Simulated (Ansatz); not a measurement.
Reaction (ligand exchange at the Si–C bond): `[SiH3]CI` + `OCS` → `OCS[SiH3]` + `CI`

Calculated with Ansatz (gas phase, PBE0-D4/def2-TZVP geometries, no zero-point term in ΔE). CBS: MP2 limit from def2 TZ/QZ plus the TZ coupled-cluster correction, frozen cores. Functionals use def2-TZVPP. Elements past krypton have def2 core potentials. For I outer-core shells are correlated without core-valence functions, which leaves a few kJ/mol of doubt a bond. Each species was taken in one conformer, which may not be the lowest.

```json
{"level": "r2SCAN-D4", "ΔE (kJ/mol)": "-71.1"}
{"level": "B2PLYP", "ΔE (kJ/mol)": "-65.1"}
```

(1) What does CCSD(T)/CBS give? (Best estimate.)

Largest T1 diagnostic among the species: 0.012.

Answers

(1) Computed: -62.5 kJ/mol. The listed levels differ from it by -8.6, -2.6 kJ/mol.

Leaving LDA and LC-ωPBE aside and taking each functional with its dispersion term where it has one, the values, not all of them listed here, spread over 8.8 kJ/mol, from revPBE-D4 to CAM-B3LYP-D4. LDA lies +3.8 kJ/mol from PBE without D4.
